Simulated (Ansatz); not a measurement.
**Abstraction of Cl: C3H7Cl + GeH(CH3)2 → C3H7 + GeH(CH3)2Cl**

Species: C3H7Cl (2-chloropropane) `CC(C)Cl`, singlet; GeH(CH3)2, doublet; C3H7 (methylethyl) `C[CH]C`, doublet; GeH(CH3)2Cl, singlet. A radical takes Cl: the energy is the difference in strength between the C–Cl bond broken and the Ge–Cl bond made.

Shapes, held fixed at every level: PBE0-D4/def2-TZVP. Programs: Ansatz 0.2.0. The zero-point and thermal change to 298 K, harmonic and unscaled (PBE0-D4/def2-TZVP), is -6.5 kJ/mol.

Problem. Estimate ΔH(298 K) of this reaction.

Solution. The highest level, CCSD(T)/def2-TZVPP, gives ΔH(298 K) = -78.9 kJ/mol; the levels span -112.2 to -72.3. The column of differences is taken from that level and isn't an error. No measured value is set beside it here. Open shells run unrestricted. Relativity is left out for Ge. Outer-core shells of Ge are correlated in most correlated rows, in sets that cover them unevenly.

```tsv
level	kind	ΔH(298 K) (kJ/mol)	less CCSD(T)/def2-TZVPP
MP2/def2-TZVPP	perturbation theory	-72.3	+6.6
HF/def2-TZVPP	Hartree–Fock	-112.2	-33.3
r2SCAN-D4/def2-TZVPP	meta-GGA	-90.8	-11.9
PBE0-D4/def2-TZVPP	global hybrid	-81.7	-2.8
wB97X-V/def2-TZVPP	range-separated hybrid	-84.0	-5.1
CCSD/def2-TZVPP	coupled cluster or CI	-84.1	-5.2
CCSD(T)/def2-TZVPP	coupled cluster or CI	-78.9	0.0
```
